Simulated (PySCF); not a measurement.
Screening by computed properties: pick the candidate that meets the target.

All species are isolated and taken at one optimised geometry, non-relativistic unless stated; the electronic structure was computed with PySCF and density fitting.

Dipoles, sizes and rotational constants follow the conformer. The torsions of the flexible species, by atom-mapped SMILES:
- `[CH3:1][CH2:2][C@H:3]([CH3:4])/[CH:5]=[C:6]\[F:7]`: C1–C2–C3–C4 -175°, C2–C3–C5–C6 -122°
- `[CH2:1]=[C:2]([F:3])[CH2:4][N:5][CH3:6]`: C1–C2–C4–N5 -7°, C2–C4–N5–C6 175°
- `[CH3:1][C:2]([S-:3])[C:4]([F:5])=[C:6]([F:7])[F:8]`: C1–C2–C4–F5 3°
- `[CH3:1][CH2:2][C@:3]([CH3:4])([F:5])[C:6]=[O:7]`: C1–C2–C3–C4 -63°, C2–C3–C6–O7 117°

Question: Wanted: isotropic g value below 2.004 (unrestricted B3LYP/pcH-1, mean-field spin–orbit) and smallest rotational constant above 1.7 GHz (GFN2-xTB), at GFN2-xTB geometries. Which candidate meets both?
A. `C[C]([S-])C(F)=C(F)F` [radical]
B. `CC[C@](C)(F)[C]=O` [radical]
C. `C(C[N]C)(=C)F` [radical]
D. `CC[C@H](C)/C=[C]\F` [radical]

Answer: B. Computed values:
```
                       species  isotropic g value  smallest rotational constant
   CC[C@](C)(F)[C]=O [radical]            2.00092                     1.823 GHz
  CC[C@H](C)/C=[C]\F [radical]            2.00277                     1.349 GHz
       C(C[N]C)(=C)F [radical]            2.00446                     1.619 GHz
C[C]([S-])C(F)=C(F)F [radical]            2.00860                     0.860 GHz
```
